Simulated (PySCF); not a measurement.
# Working out the ionisation energy of Al⁺

Al⁺ [Ne] 3s2 (1S) → Al²⁺ [Ne] 3s1 (2S). All numbers are calculated (PySCF 2.14, no relativity, point nucleus, in dyall-acv3z). Frozen: 1s2; the 18 highest virtual orbitals dropped. Energies in hartree (1 hartree = 27.21139 eV):

| part | Al⁺ (lower) | Al²⁺ (upper) |
| --- | --- | --- |
| UHF | -241.674488 | -241.030623 |
| CCSD correlation | -0.331958 | -0.287494 |
| (T) | -0.004035 | -0.002349 |

**Question.** What does Hartree-Fock give?

**Answer.** (-241.030623) − (-241.674488) = 0.643865 hartree = 17.520 eV.

**Question.** What do CCSD and CCSD(T) give?

**Answer.** The CCSD correlation energies differ by 0.044464 hartree = 1.210 eV and the triples by 0.001686 hartree = 0.046 eV, so CCSD gives 18.730 eV and CCSD(T) 18.776 eV.

Measured between the centres of the two terms (NIST): 18.829 eV, so CCSD(T) (valence and next inner shell) is off by -0.053 eV.

What remains against the reference includes basis incompleteness, the frozen core and higher excitations.
